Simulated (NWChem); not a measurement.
MnF₂, sextet; SMILES [Mn]([F])[F]

```xyz
3

Mn     0.0000     0.0000    -0.0231
F      1.7732     0.0000    -0.0232
F     -1.7732     0.0000    -0.0232
```
Atoms are numbered in this order, from 1.

Computed with NWChem. Pople sets run with spherical d functions. Spin-unrestricted. The geometry was optimised at PBE-D3(BJ)/def2-SVP, spin-unrestricted. No stability test was run on the SCF state. Vzz is the largest principal value of the second derivative of the potential at the nucleus (NWChem prints the opposite sign); η is the asymmetry. Non-relativistic.

```tsv
level	Vzz Mn1 (a.u.)	η Mn1
UHF/def2-TZVP	-2.749	0.00
UHF/6-31G*	-2.209	0.00
PBE0/def2-SVP	___	0.00
PBE0/6-31G*	-1.863	0.00
```

Question: Some entries are withheld; supply them.

Answer: 
- PBE0/def2-SVP, Vzz Mn1 (a.u.): -1.687
